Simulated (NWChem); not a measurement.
Molecule: CuI; SMILES [Cu][I]

```xyz
2

Cu     0.0000     0.0000    -1.5410
I      0.0000     0.0000     0.8372
```
Atoms are numbered in this order, from 1.

All runs use the structure optimised with PBE0/def2-SVP. def2 effective core potentials on I; no spin-orbit coupling.

Question: List the 4 lowest vertical singlet excitations from PBE/def2-TZVPD with def2 effective core potentials on I, TDA (NWChem).

Answer: 
| state | energy (eV) | oscillator strength | leading excitation (squared amplitude) |
|---|---|---|---|
| S1 | 2.07 | 0.008 | HOMO−1 → LUMO (0.94) |
| S2 | 2.07 | 0.008 | HOMO → LUMO (0.94) |
| S3 | 2.74 | 0.000 | HOMO−3 → LUMO (1.00) |
| S4 | 2.74 | 0.000 | HOMO−4 → LUMO (1.00) |
